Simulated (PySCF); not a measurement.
C₄H₆O₄Zn (SMILES CC1[O][Zn]2([O]C(C)=[O]->2)<-[O]=1), singlet, geometry from GFN2-xTB (such geometries of metal compounds can be far from the true shape), with bond 15-9 at 2.0 times its length; B3LYP/STO-3G (PySCF).

PySCF was given this input:
```python
from pyscf import gto, scf, dft

mol = gto.M(
    atom='''
Zn   -0.002132   -0.000482   -0.000437
C     0.089346    2.304483   -2.972594
C     0.060097    1.381242   -1.789415
O    -0.468578    0.247963   -1.886493
O     0.551728    1.744349   -0.694034
H     0.963136    2.946011   -2.916376
H     0.081500    1.726112   -3.890972
H    -0.803953    2.925379   -2.938985
C    -0.087666   -2.304103    2.972939
C    -0.050014   -1.378961    1.791483
O    -0.993910   -0.578775    1.586527
O     0.919038   -1.411664    0.995697
H     0.923653   -2.519222    3.303369
H    -0.678114   -1.861066    3.768602
H    -1.030438   -4.163274    2.345909
''',
    basis='sto-3g',
    charge=0,
    spin=0,
    verbose=4,
)

mf = dft.RKS(mol)
mf.xc = 'b3lyp'
mf.init_guess = '1e'
mf = mf.newton()
mf.kernel()
```

What the program printed (banner, timings and long lists left out):

```
PySCF version 2.14.0

[INPUT] verbose = 4
[INPUT] num. atoms = 15
[INPUT] num. electrons = 92
[INPUT] charge = 0
[INPUT] spin (= nelec alpha-beta = 2S) = 0
[INPUT] symmetry False subgroup None
[INPUT] Mole.unit = angstrom
[INPUT] Symbol           X                Y                Z      unit          X                Y                Z       unit  Magmom
[INPUT]  1 Zn    -0.002132000000  -0.000482000000  -0.000437000000 AA   -0.004028896098  -0.000910847992  -0.000825810316 Bohr   0.0
[INPUT]  2 C      0.089346000000   2.304483000000  -2.972594000000 AA    0.168839470325   4.354841728716  -5.617388539525 Bohr   0.0
[INPUT]  3 C      0.060097000000   1.381242000000  -1.789415000000 AA    0.113566870908   2.610169091746  -3.381504273189 Bohr   0.0
[INPUT]  4 O     -0.468578000000   0.247963000000  -1.886493000000 AA   -0.885484087996   0.468582159026  -3.564955105909 Bohr   0.0
[INPUT]  5 O      0.551728000000   1.744349000000  -0.694034000000 AA    1.042614815254   3.296341875659  -1.311534181136 Bohr   0.0
[INPUT]  6 H      0.963136000000   2.946011000000  -2.916376000000 AA    1.820063260709   5.567153949956  -5.511151916255 Bohr   0.0
[INPUT]  7 H      0.081500000000   1.726112000000  -3.890972000000 AA    0.154012679152   3.261878940325  -7.352871438351 Bohr   0.0
[INPUT]  8 H     -0.803953000000   2.925379000000  -2.938985000000 AA   -1.519250987022   5.528165120554  -5.553876734205 Bohr   0.0
[INPUT]  9 C     -0.087666000000  -2.304103000000   2.972939000000 AA   -0.165664730436  -4.354123632789   5.618040495038 Bohr   0.0
[INPUT] 10 C     -0.050014000000  -1.378961000000   1.791483000000 AA   -0.094512762394  -2.605858626456   3.385412226814 Bohr   0.0
[INPUT] 11 O     -0.993910000000  -0.578775000000   1.586527000000 AA   -1.878217692466  -1.093726237745   2.998101519228 Bohr   0.0
[INPUT] 12 O      0.919038000000  -1.411664000000   0.995697000000 AA    1.736730118068  -2.667658339908   1.881594633051 Bohr   0.0
[INPUT] 13 H      0.923653000000  -2.519222000000   3.303369000000 AA    1.745451204133  -4.760639626979   6.242462698378 Bohr   0.0
[INPUT] 14 H     -0.678114000000  -1.861066000000   3.768602000000 AA   -1.281449741233  -3.516905039740   7.121625652488 Bohr   0.0
[INPUT] 15 H     -1.030438000000  -4.163274000000   2.345909000000 AA   -1.947245608345  -7.867447641522   4.433125523152 Bohr   0.0

nuclear repulsion = 748.200540593242
number of shells = 38
number of NR pGTOs = 192
number of NR cGTOs = 64
basis = sto-3g
ecp = {}

******** <class 'pyscf.soscf.newton_ah.SecondOrderRKS'> ********
method = SecondOrderRKS
initial guess = 1e
damping factor = 0
level_shift factor = 0
DIIS = <class 'pyscf.scf.diis.CDIIS'>
diis_start_cycle = 1
diis_space = 8
diis_damp = 0
SCF conv_tol = 1e-09
SCF conv_tol_grad = None
SCF max_cycles = 50
direct_scf = True
direct_scf_tol = 1e-13
XC library pyscf.dft.libxc version 7.1.2
    S. Lehtola, C. Steigemann, M. J. T. Oliveira, and M. A. L. Marques,  SoftwareX 7, 1–5 (2018)
XC functionals = b3lyp
    P. J. Stephens, F. J. Devlin, C. F. Chabalowski, and M. J. Frisch,  J. Phys. Chem. 98, 11623 (1994)
radial grids:
    Treutler-Ahlrichs [JCP 102, 346 (1995); DOI:10.1063/1.469408] (M4) radial grids

becke partition: Becke, JCP 88, 2547 (1988); DOI:10.1063/1.454033
pruning grids: <function nwchem_prune>
grids dens level: 3
symmetrized grids: False
atomic radii adjust function: <function treutler_atomic_radii_adjust>
small_rho_cutoff = 0
******** <class 'pyscf.dft.rks.RKS'> Newton solver flags ********
SCF tol = 1e-09
conv_tol_grad = None
max. SCF cycles = 50
direct_scf = True
direct_scf_tol = 1e-13
max_cycle_inner = 12
max_stepsize = 0.05
ah_start_tol = 1e+09
ah_level_shift = 0
ah_conv_tol = 1e-12
ah_lindep = 1e-14
ah_start_cycle = 1
ah_max_cycle = 40
ah_grad_trust_region = 2.5
kf_interval = 4
kf_trust_region = 5
canonicalization = True
Set conv_tol_grad to 3.16228e-05
Initial guess from hcore.
  HOMO = -23.0023548615313  LUMO = -22.8963211638391  gap/eV = 2.88532
tot grids = 192288
  HOMO = 2.17290565245935  LUMO = 2.20242613582382  gap/eV = 0.80329
Initial guess E= -2108.02558713752  |g|= 12.4741
macro= 0  E= -2126.98153534385  delta_E= -18.9559  |g|= 10.5053  3 KF 15 JK
macro= 1  E= -2147.68427505583  delta_E= -20.7027  |g|= 10.7535  3 KF 15 JK
macro= 2  E= -2159.554235833  delta_E= -11.87  |g|= 13.7332  3 KF 15 JK
macro= 3  E= -2178.10413190264  delta_E= -18.5499  |g|= 12.585  3 KF 15 JK
macro= 4  E= -2189.92881005401  delta_E= -11.8247  |g|= 9.34046  3 KF 15 JK
macro= 5  E= -2198.01799509888  delta_E= -8.08919  |g|= 5.74076  3 KF 15 JK
macro= 6  E= -2203.50964703694  delta_E= -5.49165  |g|= 2.73889  3 KF 15 JK
macro= 7  E= -2206.23968196088  delta_E= -2.73003  |g|= 1.73688  3 KF 15 JK
macro= 8  E= -2208.83403430799  delta_E= -2.59435  |g|= 0.636508  3 KF 15 JK
macro= 9  E= -2209.11758040476  delta_E= -0.283546  |g|= 0.680752  2 KF 7 JK
macro= 10  E= -2209.2275816476  delta_E= -0.110001  |g|= 0.265727  3 KF 11 JK
macro= 11  E= -2209.23554504047  delta_E= -0.00796339  |g|= 0.166699  2 KF 7 JK
macro= 12  E= -2209.27900958784  delta_E= -0.0434645  |g|= 0.0562356  3 KF 9 JK
macro= 13  E= -2209.28120008754  delta_E= -0.0021905  |g|= 0.0305529  2 KF 9 JK
macro= 14  E= -2209.2816279942  delta_E= -0.000427907  |g|= 0.00495192  3 KF 16 JK
macro= 15  E= -2209.28171177133  delta_E= -8.37771e-05  |g|= 0.0045341  3 KF 19 JK
macro= 16  E= -2209.28174944863  delta_E= -3.76773e-05  |g|= 0.00522233  2 KF 10 JK
macro= 17  E= -2209.28178976792  delta_E= -4.03193e-05  |g|= 0.00508609  2 KF 10 JK
macro= 18  E= -2209.28182928905  delta_E= -3.95211e-05  |g|= 0.00562928  2 KF 10 JK
macro= 19  E= -2209.28185593477  delta_E= -2.66457e-05  |g|= 0.00154421  3 KF 19 JK
macro= 20  E= -2209.28186307311  delta_E= -7.13834e-06  |g|= 0.000702323  3 KF 21 JK
macro= 21  E= -2209.28186447507  delta_E= -1.40196e-06  |g|= 0.000269533  4 KF 26 JK
macro= 22  E= -2209.28186449527  delta_E= -2.02026e-08  |g|= 2.72294e-05  3 KF 27 JK
macro= 23  E= -2209.28186449527  delta_E= 5.45697e-12  |g|= 1.12316e-05  1 KF 2 JK
Canonicalize SCF orbitals
macro X = 24  E=-2209.28186449527  |g|= 1.12316e-05  total 66 KF 363 JK
converged SCF energy = -2209.28186449527
```
